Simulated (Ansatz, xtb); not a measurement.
Isomers of CCl3F3Si in order of energy

4 gas-phase structures of CCl3F3Si, from a drawn sample of its isomers (lower ones may exist). Each was relaxed with GFN2-xTB; where two conformers were screened, the lower at r2SCAN-D4/def2-SVP is listed:

A. `F[Si](F)(F)C(Cl)(Cl)Cl`, a singlet
B. `FC(F)(Cl)[Si](F)(Cl)Cl`, a singlet
C. `FC(F)(F)[Si](Cl)(Cl)Cl`, a singlet
D. `FC(Cl)(Cl)[Si](F)(F)Cl`, a singlet

Task: Make a reasoned guess at their ranking by r2SCAN-D4/def2-SVP single-point energy.

Result: Calculated order at r2SCAN-D4/def2-SVP: A (0.0), D (6.9), C (7.0), B (8.7) kcal/mol. Less than 1 kcal/mol parts D and C, so the order within that pair means little.

Energies above the lowest of each column, in kcal/mol; the last columns are at PBE0-D4/def2-SVP geometries and were run for some of them only (a dash: not run or not comparable):

```tsv
structure	GFN2-xTB	HF/STO-3G	r2SCAN-D4/def2-SVP	PBE0-D4/def2-SVP	CCSD(T)/def2-SVP + ΔMP2/def2-TZVPP
A	0.0	61.9	0.0	0.0	0.0
D	12.2	41.5	6.9	5.0	14.0
C	25.1	0.0	7.0	2.7	27.5
B	20.7	20.4	8.7	–	–
```

CCSD(T)/def2-SVP + ΔMP2/def2-TZVPP puts A lowest of those it was run on; HF/STO-3G picks C. Flexible structures stand in one conformer each, not always the lowest. Frequencies (GFN2-xTB) were run for A, C, D alone. The ΔMP2 step shifts differences by up to 15.6 kcal/mol, which makes them less sure. ΔMP2 is the change of the MP2 energy from the smaller to the larger basis.

Over these structures GFN2-xTB departs from r2SCAN-D4/def2-SVP by 6.2 kcal/mol on average once a common shift is removed. A GFN2-xTB relaxation took about 0.11 s and the r2SCAN-D4/def2-SVP energy about 3.6 s on a shared host (Ansatz 0.2.0, xtb 6.7.1).
